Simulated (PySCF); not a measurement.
Sn(H)(Br)2(OH) (Br₂H₂OSn), SMILES [OH][SnH]([Br])[Br].

Coordinates come from a PBE0-D3(BJ)/def2-SVP optimisation. The structure was generated by enumeration; whether it is a known compound was not checked. The def2 effective core potentials stand for the cores of Sn; spin–orbit coupling is left out. The values are those of a single conformer.

Method: PBE0-D3(BJ)/def2-SVP (PySCF).

Frequencies are harmonic and unscaled.

```csv
mode,ν (cm⁻¹),IR (km/mol),Raman (Å⁴/amu),depolarisation,moving atoms (share of kinetic energy)
1,76,1.4,2.9,0.70,"Br 76 %, Sn 20 %"
2,118,5.6,3.0,0.75,"O 47 %, H 38 %, Br 11 %"
3,138,13.9,2.4,0.58,"O 50 %, Sn 27 %, Br 14 %, H 8 %"
4,210,103.9,0.6,0.75,"H 59 %, O 35 %"
5,255,14.5,11.0,0.08,"Br 67 %, Sn 32 %"
6,277,77.8,2.8,0.75,"Br 50 %, Sn 48 %"
7,545,90.7,22.9,0.75,H 98 %
8,549,40.8,19.1,0.56,H 97 %
9,644,71.4,14.2,0.16,"O 87 %, Sn 11 %"
10,865,110.6,3.4,0.61,H 93 %
11,1994,71.3,268.1,0.19,H 99 %
12,3886,99.3,87.2,0.26,H 94 %
```
